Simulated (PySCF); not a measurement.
Bond stretch in MgH, doublet.

UKS-PBE = PySCF with unrestricted PBE/cc-pVTZ; UKS-TPSSh = unrestricted TPSSh/cc-pVTZ (PySCF); UCCSD(T) = CCSD(T) on UHF/cc-pVTZ, 1 core orbital frozen (PySCF 2.14.0).

Energies relative to the lowest point of each curve near equilibrium, in eV; the last columns give the difference from UCCSD(T):

```tsv
R / Å	UKS-PBE	UKS-TPSSh	UCCSD(T)	UKS-PBE − UCCSD(T)	UKS-TPSSh − UCCSD(T)
1.32	1.262	1.247	1.227	0.034	0.020
1.39	0.803	0.785	0.779	0.024	0.006
1.48	0.402	0.385	0.379	0.023	0.006
1.57	0.161	0.148	0.140	0.021	0.008
1.64	0.057	0.048	0.042	0.015	0.007
1.68	0.023	0.017	0.013	0.010	0.005
1.74	0.000	0.000	0.000	0.000	0.000
1.78	0.001	0.004	0.009	-0.008	-0.004
1.85	0.025	0.037	0.049	-0.024	-0.012
1.91	0.066	0.084	0.105	-0.039	-0.020
2.00	0.151	0.180	0.212	-0.062	-0.032
2.15	0.329	0.378	0.428	-0.099	-0.049
2.38	0.625	0.703	0.767	-0.142	-0.064
2.63	0.909	1.001	1.064	-0.155	-0.063
2.90	1.131	1.221	1.254	-0.122	-0.032
3.13	1.254	1.349	1.330	-0.076	0.019
3.48	1.350	1.476	1.373	-0.023	0.103
3.85	1.379	1.555	1.384	-0.005	0.171
4.24	1.386	1.604	1.386	0.001	0.218
4.72	1.389	1.638	1.386	0.003	0.251
5.26	1.391	1.658	1.387	0.004	0.271
6.05	1.393	1.677	1.388	0.005	0.289
6.92	1.394	1.677	1.389	0.005	0.289
```

UKS-PBE is furthest from UCCSD(T) at 2.63 (-0.155 eV, below); its mean absolute difference over the points is 0.039 eV.

UKS-TPSSh is furthest from UCCSD(T) at 6.92 (0.289 eV, above); its mean absolute difference over the points is 0.084 eV.

The unrestricted determinant behind UCCSD(T) is spin-contaminated at 2.38 to 3.13 Å (<S²> up to 0.9, against 0.75 for a pure doublet).
